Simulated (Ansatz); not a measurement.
`NB(Cl)O[SiH3]` + HCl → `[SiH3]OB(Cl)Cl` + NH₃ at 500 K and 1 bar (ligand exchange at a B–N bond).

Program: Ansatz. Geometries: PBE0-D4/def2-TZVP. ΔE: electronic, gas phase. CCSD(T)/CBS is the MP2 limit (def2-TZVPP, def2-QZVPP) plus CCSD(T) − MP2 in def2-TZVPP, frozen cores. This one scheme is used for every species. One conformer a species, not always the lowest.

```tsv
species	CCSD(T)/CBS energy (Eh)	H − E (kJ/mol)	S (J/(mol·K))
`NB(Cl)O[SiH3]`	-906.71622	212.4	426.7
HCl	-460.38127	32.5	201.9
`[SiH3]OB(Cl)Cl`	-1310.57934	140.4	415.2
NH₃	-56.50880	108.2	211.8
```

H − E and S are ideal-gas, rigid-rotor, harmonic terms from PBE0-D4/def2-TZVP, for one conformer and one mirror image of each species. 1 Eh = 2625.50 kJ/mol, R = 8.31446 J/(mol·K).

By hand: ΔE, ΔH, ΔS and ΔG.

ΔE = (-1310.57934) + (-56.50880) − (-906.71622) − (-460.38127) = 0.00935 Eh = 24.5 kJ/mol. Δ(H − E) = 140.4 + 108.2 − 212.4 − 32.5 = 3.7, so ΔH = 28.2 kJ/mol. ΔS = 415.2 + 211.8 − 426.7 − 201.9 = -1.6 J/(mol·K). ΔG = 28.2 − 500 × (-1.6)/1000 = 29.0 kJ/mol.

By hand: the equilibrium constant, and the temperature at which ΔG would vanish if ΔH and ΔS stayed fixed.

log₁₀ K = −ΔG/(RT ln 10) = -3.0. ΔH and −TΔS have one sign here, so there is no such temperature.

The number of gas molecules stays the same, so ΔS is small and ΔH decides. A doubt of 5 kJ/mol in ΔE shifts log₁₀ K by 0.5 here. Other conformers and mirror images would add mixing entropy, several J/(mol·K) or more a flexible species. Modes under 60 cm⁻¹, often nearly free rotors, make the harmonic entropy too high. These are equilibria of isolated gas molecules and say nothing of rates. Largest T1 diagnostic: 0.012 (customary marks: 0.02 for closed shells, 0.045 for open ones).

ΔS is within the doubt of such terms, so its sign, and with it that verdict, could turn.
